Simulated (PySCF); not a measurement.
Method: PySCF 2.14.0, delta-SCF UKS SCAN, pcX-2 on the ionised atom, pcseg-1 elsewhere, spin-free X2C. Geometries: PBE0-D3(BJ)/def2-SVP; isolated species, one conformer each. Values against the vacuum level.

(1) Order these sites by rising C 1s binding energy.
A. C2 in `[CH2:1]=[C:2]=[CH:3][CH:4]=[O:5]`
B. C2 in `[O:1]=[C:2]1[CH:3]=[CH:4][CH2:5]1`
C. Carbon in `C=N[SiH](N)N`
D. C6 in `[BH3-:1][N+:2]#[C:3][CH2:4][O:5][CH:6]([CH3:7])[CH3:8]`
E. C3 in `[CH:1]#[C:2][C:3]([CH3:4])=[O:5]`

(2) Order these sites by rising O 1s binding energy.
A. Oxygen in `[BH3-][N+]#CCOC(C)C`
B. Oxygen in `O=C1C=CC1`
C. Oxygen in `C=C=CC=O`

(3) Rank by computed N 1s binding energy, lowest first.
A. Nitrogen in `[BH3-][N+]#CCOC(C)C`
B. N2 in `[CH2:1]=[N:2][SiH:3]([NH2:4])[NH2:5]`
C. Nitrogen in `CSC#N`

## Answers

(1) A (291.28 eV), C (291.74 eV), D (292.77 eV), B (293.50 eV), E (294.22 eV).

The highest is bonded to O (double bond) and 2 C, the lowest to 2 C (double bond); the range is 2.94 eV.

(2) C (537.55 eV), B (537.84 eV), A (539.14 eV).

The highest is bonded to 2 C, the lowest to C (double bond); the range is 1.59 eV.

(3) B (404.05 eV), C (405.02 eV), A (406.75 eV).

From the lowest up, the atoms are bonded to: C (double bond) and Si (404.05); C (triple bond) (405.02); C (triple bond) and B (406.75).

2 of these hole states are spin-contaminated (⟨S²⟩ up to 0.94, against 0.75; counted from 0.85) and less certain.
